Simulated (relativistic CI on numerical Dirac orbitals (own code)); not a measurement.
Rh⁷⁺ (4d2) in a crystal field

Calculated by Dirac-Coulomb-Breit CI, orbitals from a KLI potential per configuration, model QED (radiative potential, 1s self-energy scaled to tabulated hydrogen-like ionisation energies), valence Slater integrals scaled by 0.9, one configuration in a parametric crystal field (own radial code). With so little scaling, terms lie 10 to 35 % too far apart, which can change the order of excited levels.

Field parameters in Wybourne normalisation: Td as Oh with Dq negative (B⁴₀ = 21Dq, B⁴₄ = √(5/14) B⁴₀). The field is a parameter set, without covalency.

S is read from ⟨S²⟩ = S(S + 1).

Powder χT (cm³ K mol⁻¹) by Van Vleck's formula, with temperature-independent terms:

```csv
Field,2 K,5 K,10 K,20 K,50 K,100 K,200 K,300 K
"Td, 10Dq = -3800 cm⁻¹",0.0205,0.0214,0.023,0.0261,0.0356,0.0513,0.0827,0.114
"Td, 10Dq = -6800 cm⁻¹",0.173,0.174,0.175,0.178,0.185,0.197,0.221,0.245
"Td, 10Dq = -9850 cm⁻¹",0.334,0.334,0.335,0.337,0.343,0.352,0.371,0.39
"Td, 10Dq = -12850 cm⁻¹",0.453,0.453,0.454,0.456,0.46,0.468,0.483,0.498
"Td, 10Dq = -15900 cm⁻¹",0.541,0.542,0.542,0.544,0.547,0.554,0.566,0.579
"Td, 10Dq = -18950 cm⁻¹",0.607,0.607,0.608,0.609,0.612,0.618,0.628,0.639
```

Task: For Td, 10Dq = -12850 cm⁻¹: what effective moment follows at 300 K?

Result: μ_eff = √(8χT) = 2.00 μB. The ground level has S = 1.00; the spin-only moment for S = 1 is 2.83 μB. The difference comes from the orbital moment, spin-orbit mixing of terms and temperature-independent paramagnetism, all larger in this ionic model than in covalent complexes.
